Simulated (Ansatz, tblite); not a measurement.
Removing and adding an electron: NbSCl3. The state is a singlet with charge 0. Geometry: PBE-D4/def2-SVP. Ansatz, gas phase; energy differences of separate SCF runs; the oxidised species was run as a doublet alone; the reduced species was run as a doublet alone.

```xyz
5

Nb   -0.006    0.004   -0.008
S     1.159   -0.849    1.575
Cl   -2.209   -0.184    0.569
Cl    0.450   -1.167   -1.916
Cl    0.606    2.196   -0.219
```

In the def2 sets Nb takes a core potential; there is no spin–orbit coupling. The xTB rows come from tblite. HOMO above LUMO, or a gap near zero within one spin, warns that the state may not be the lowest or that an electron is smeared out.

Problem. Estimate orbital energies and vertical ionisation energies and electron affinities at: GFN1-xTB; GFN2-xTB; PBE-D4/def2-TZVP; PBE-D4/def2-TZVPD; r2SCAN-D4/def2-TZVP; r2SCAN-D4/def2-TZVPD; PBE0-D4/def2-TZVP; PBE0-D4/def2-TZVPD.

Solution. 
| level | −HOMO (eV) | vertical IE (eV) | −LUMO (eV) | vertical EA (eV) | HOMO–LUMO gap (eV) | IE − EA (eV) | remarks |
| --- | --- | --- | --- | --- | --- | --- | --- |
| GFN1-xTB | 12.35 | 14.87 | 10.34 | 7.84 | 2.01 | 7.03 | – |
| GFN2-xTB | 11.81 | 14.30 | 9.45 | 7.05 | 2.36 | 7.25 | – |
| PBE-D4/def2-TZVP | 7.29 | 10.01 | 4.18 | – | 3.11 | – | gap within one spin near zero (+1 doublet) |
| PBE-D4/def2-TZVPD | 7.32 | – | 4.21 | 1.65 | 3.10 | – | HOMO above zero (-1 doublet), gap within one spin near zero (-1 doublet) |
| r2SCAN-D4/def2-TZVP | 7.61 | 10.17 | 4.18 | – | 3.43 | – | – |
| r2SCAN-D4/def2-TZVPD | 7.61 | – | 4.19 | 1.80 | 3.42 | – | HOMO above zero (-1 doublet) |
| PBE0-D4/def2-TZVP | 8.49 | 10.26 | 3.51 | – | 4.98 | – | – |
| PBE0-D4/def2-TZVPD | 8.50 | – | 3.53 | 2.03 | 4.96 | – | – |

   A HOMO above zero means that the electron is unbound at that level or that self-interaction error raises the level; the energy of removing that electron tells which. Raw xTB energy differences between charge states are shifted by several eV; the methods need an empirical correction for them.
